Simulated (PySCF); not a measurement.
Geometry:
| atom | x (Å) | y (Å) | z (Å) |
| --- | --- | --- | --- |
| Ge1 | -0.167 | 0.002 | -0.114 |
| Br2 | -0.141 | -0.024 | 2.185 |
| Br3 | 1.992 | 0.010 | -0.899 |
| H4 | -0.843 | 1.297 | -0.572 |
| H5 | -0.840 | -1.285 | -0.599 |

Geometry: PBE0-D3(BJ)/def2-SVP; GIAO absolute shieldings from PySCF 2.14.0 with density-fitted response routines, gas phase, non-relativistic, averaged over equivalent atoms.

At PBE/pcSseg-1 (pcSseg-2 on Ge) (155 basis functions, 15 s wall time on 1 thread of an Arm Neoverse V2, shared host):
```
  atoms  σ (ppm)
    Ge1   1224.4
Br2/Br3   2413.2
  H4/H5    24.58
```

Estimate the result of repeating the calculation with B3LYP/pcSseg-1 (pcSseg-2 on Ge).

## Answers


| atoms | σ at B3LYP/pcSseg-1 (pcSseg-2 on Ge) | change |
| --- | --- | --- |
| Ge1 | 1253.2 | +28.8 |
| Br2/Br3 | 2459.6 | +46.4 |
| H4/H5 | 25.07 | +0.49 |

The largest change is at Br2/Br3 (bromine bonded to Ge). Cost: 155 basis functions, 13 s wall time on 1 thread of an Arm Neoverse V2, shared host.

Relativistic effects, spin–orbit coupling among them, are left out; they matter for Br, Ge and for the light atoms bonded to it.
